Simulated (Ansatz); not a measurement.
Frontier orbitals of F4MoS, SMILES `[F][Mo]([F])([F])([F])=[S]`.

Total charge 0; spin multiplicity 1. Correlated methods include outer-core shells of Mo, which these sets cover unevenly. Mo: def2 effective core potential. The structure was optimised at the PBE0-D4/def2-TZVP level. Basis def2-TZVPP, Ansatz 0.2.0.

```tsv
functional	HOMO (eV)	LUMO (eV)	gap (eV)
LDA (SPW92)	-8.50	-5.43	3.07
PBE	-8.29	-5.17	3.12
PBE0	-9.70	-4.48	5.22
B3LYP	-9.45	-4.70	4.75
HSE06 (plane-wave form)	-9.30	-4.86	4.44
BHLYP	-10.95	-3.57	7.38
CAM-B3LYP	-11.02	-3.34	7.68
LC-ωPBE	-12.29	-2.11	10.18
ωB97M-V	-11.84	-2.17	9.67
```

Against PBE, PBE0 changes HOMO and LUMO by −1.42 and +0.70 eV, ωB97M-V by −3.55 and +3.00 eV. A gap of 3.11 eV thus becomes 9.66 eV for the same molecule, so an orbital gap means little without its functional.

B3LYP here is the variant with VWN-RPA as its local correlation; programs differ in this. LC-ωPBE has ω = 0.4 bohr⁻¹.
